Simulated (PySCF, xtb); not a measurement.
C2H7BO3, SMILES OB(CO)CO.

GFN2-xTB in xtb at its own geometry gives an orbital gap of 5.04 eV and a dipole moment of 3.48 D.

The structure is a stationary point at B3LYP-D3(BJ)/def2-SVP. This is a generated structure with no PubChem entry under its InChIKey; it may be hypothetical. One conformer was computed; it need not be the lowest.

Q: What does r2SCAN/def2-TZVP (PySCF) give? (Estimate from the structure and the level; the computed values follow.)

A: gap 5.83 eV (levels -6.34 and -0.50 eV), dipole 3.15 D.
